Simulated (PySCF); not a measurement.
A series of related molecules.

All values: CAM-B3LYP/def2-SVPD (PySCF) at PBE0-D3(BJ)/def2-SVP geometries, gas phase, one conformer each. Core orbitals are frozen in the response; Δα² is half the sum of the squared differences of the principal polarisabilities.

**Question.** Rank by polarisability anisotropy Δα, lowest first.
A. `[CH:1]1=[CH:2][C@H:3]([c:4]2[cH:5][cH:6][cH:7][s:8]2)[SiH2:9][CH2:10]1` with C2–C3–C4–C5 -33°
B. `[CH3:1][CH2:2][O:3][C@H:4]1[CH:5]=[CH:6][CH2:7][SiH2:8]1` with C1–C2–O3–C4 177°, C2–O3–C4–C5 170°
C. `[F:1][CH:2]([F:3])[C@H:4]1[CH:5]=[CH:6][CH2:7][SiH2:8]1` with F1–C2–C4–C5 62°, C2–C4–C5–C6 131°, C5–C6–C7–Si8 -6°, C6–C7–Si8–C4 8°, C2–C4–Si8–C7 -132°
D. `[N:1]#[C:2][CH2:3][C@@H:4]1[CH:5]=[CH:6][CH2:7][SiH2:8]1` with C2–C3–C4–C5 -60°
E. `[CH:1]1=[CH:2][C@H:3]([c:4]2[cH:5][cH:6][cH:7][o:8]2)[SiH2:9][CH2:10]1` with C2–C3–C4–C5 -22°

**Answer.** C (3.69 Å³), B (4.96 Å³), D (5.93 Å³), E (6.93 Å³), A (8.06 Å³).

**Question.** Rank by HOMO energy, lowest first.
A. `CCO[C@H]1C=CC[SiH2]1`
B. `c1c(scc1)[C@@H]1[SiH2]CC=C1`
C. `O([SiH3])[C@@H]1C=CC[SiH2]1`
D. `N#CC[C@@H]1C=CC[SiH2]1`
E. `C1=C[C@H](c2ccco2)[SiH2]C1`

**Answer.** D (-8.87 eV), C (-8.53 eV), A (-8.22 eV), B (-7.53 eV), E (-7.37 eV).

**Question.** Rank by HOMO–LUMO gap, highest first.
A. `N#CC[C@@H]1C=CC[SiH2]1`
B. `FC(F)[C@H]1C=CC[SiH2]1`
C. `CCO[C@H]1C=CC[SiH2]1`
D. `C1=C[C@H](c2ccco2)[SiH2]C1`
E. `C1=C[C@H](c2cccs2)[SiH2]C1`

**Answer.** B (9.86 eV), A (9.65 eV), C (9.46 eV), D (8.51 eV), E (8.17 eV).

All values together:

```
                    SMILES    formula  μ (D)  HOMO (eV)  LUMO (eV)  α (Å³)  Δα (Å³)  electrons  α per electron (Å³)  ΔSCF removal energy (eV)
C1=C[C@H](c2cccs2)[SiH2]C1   C8H10SSi   1.13      -7.53       0.65   19.71     8.06         88                0.224                      8.05
      CCO[C@H]1C=CC[SiH2]1   C6H12OSi   0.94      -8.22       1.24   15.07     4.96         70                0.215                      8.84
 [SiH3]O[C@@H]1C=CC[SiH2]1  C4H10OSi2   1.19      -8.53       0.85   15.08     5.04         70                0.215                      9.16
    N#CC[C@@H]1C=CC[SiH2]1    C6H9NSi   4.31      -8.87       0.78   14.36     5.93         66                0.218                      9.58
    FC(F)[C@H]1C=CC[SiH2]1   C5H8F2Si   2.83      -8.86       1.00   12.39     3.69         70                0.177                      9.62
C1=C[C@H](c2ccco2)[SiH2]C1   C8H10OSi   1.06      -7.37       1.14   17.43     6.93         80                0.218                      7.99
```

Conformers: `[CH:1]1=[CH:2][C@H:3]([c:4]2[cH:5][cH:6][cH:7][s:8]2)[SiH2:9][CH2:10]1` with C2–C3–C4–C5 -33°; `[CH3:1][CH2:2][O:3][C@H:4]1[CH:5]=[CH:6][CH2:7][SiH2:8]1` with C1–C2–O3–C4 177°, C2–O3–C4–C5 170°; `[SiH3:1][O:2][C@@H:3]1[CH:4]=[CH:5][CH2:6][SiH2:7]1` with Si1–O2–C3–C4 -163°; `[N:1]#[C:2][CH2:3][C@@H:4]1[CH:5]=[CH:6][CH2:7][SiH2:8]1` with C2–C3–C4–C5 -60°; `[F:1][CH:2]([F:3])[C@H:4]1[CH:5]=[CH:6][CH2:7][SiH2:8]1` with F1–C2–C4–C5 62°, C2–C4–C5–C6 131°, C5–C6–C7–Si8 -6°, C6–C7–Si8–C4 8°, C2–C4–Si8–C7 -132°; `[CH:1]1=[CH:2][C@H:3]([c:4]2[cH:5][cH:6][cH:7][o:8]2)[SiH2:9][CH2:10]1` with C2–C3–C4–C5 -22°.

**Question.** By how much does the ΔSCF value exceed −ε(HOMO) over the species that have both?

**Answer.** By 0.53 to 0.76 eV, 0.64 eV on average, over 6 species.
